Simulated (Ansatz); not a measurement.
Cost and result for the atomization energy of CH$_{2}$F$_{3}$Si (`[CH2][Si](F)(F)F`) radical (7 atoms, 6 bonds).

Total charge 0; spin multiplicity 2. The geometry is a stationary point of PBE0-D4/def2-TZVP. Program: Ansatz. All runs use 4 threads of a server CPU on a shared host. Times are those of one run each, without the atoms' runs, and a repeat can differ threefold. Electronic energies, without spin–orbit coupling; frozen cores. CCSD(T)/CBS adds CCSD(T) − MP2 in def2-TZVPP to the MP2 limit, and its time is that of the two runs behind it. T1 = 0.012; ⟨S²⟩ of the reference is 0.76. HSE06 is the plane-wave form, built on full-range PBE exchange.

CCSD(T)/CBS is a level of theory with its own doubt, some kJ/mol a heavy atom from the limit and from the frozen cores, so smaller differences don't rank the functionals.

| level | functions | wall time | atomization (kcal/mol) | difference from CCSD(T)/CBS | per bond |
| --- | --- | --- | --- | --- | --- |
| LDA (SPW92)/def2-TZVPP | 194 | 1.8 s | 805.7 | 95.2 | 15.9 |
| PBE-D4/def2-TZVPP (with forces) | 194 | 3.8 s | 716.0 | 5.5 | 0.9 |
| HSE06-D4/def2-TZVPP | 194 | 5.5 s | 701.5 | -9.0 | -1.5 |
| BHLYP-D4/def2-TZVPP | 194 | 5.5 s | 680.8 | -29.7 | -4.9 |
| CAM-B3LYP-D4/def2-TZVPP | 194 | 6 s | 710.8 | 0.3 | 0.1 |
| PBE-QIDH/def2-TZVPP | 194 | 7 s | 701.9 | -8.6 | -1.4 |
| B2PLYP/def2-TZVPP | 194 | 7.5 s | 700.7 | -9.8 | -1.6 |
| CCSD(T)/def2-SVP | 84 | 13 s | 651.5 | -59.0 | -9.8 |
| B97M-V/def2-TZVPP | 194 | 13 s | 708.5 | -2.0 | -0.3 |
| ωB97M-V/def2-TZVPP (with forces) | 194 | 16 s | 707.1 | -3.4 | -0.6 |
| MP2/def2-QZVPP | 358 | 23 s | 728.5 | 18.0 | 3.0 |
| CCSD(T)/def2-TZVPP | 194 | 6.3 min | 689.9 | -20.6 | -3.4 |
| CCSD(T)/CBS(def2) | – | 6.7 min | 710.5 | 0.0 | 0.0 |

The D4 term adds +4.9 kcal/mol with B3LYP and +2.5 kcal/mol with PBE0; it sums over pairs of atoms, weighted by their polarisabilities, and B3LYP, whose exchange is more repulsive, gets the larger term. From BLYP to BHLYP (50 % exact exchange), in def2-TZVPP and without D4, the atomization energy moves by −19.2 kcal/mol: exact exchange takes away binding that semilocal exchange gives to molecules. At CCSD(T), def2-SVP lies −59.0 kcal/mol from the extrapolated value and def2-TZVPP −20.6 kcal/mol: correlation converges slowly with the basis, and small sets miss more of it in the bonded molecule than in its fragments.

B3LYP here is the variant with VWN-RPA as its local correlation; programs differ in this.
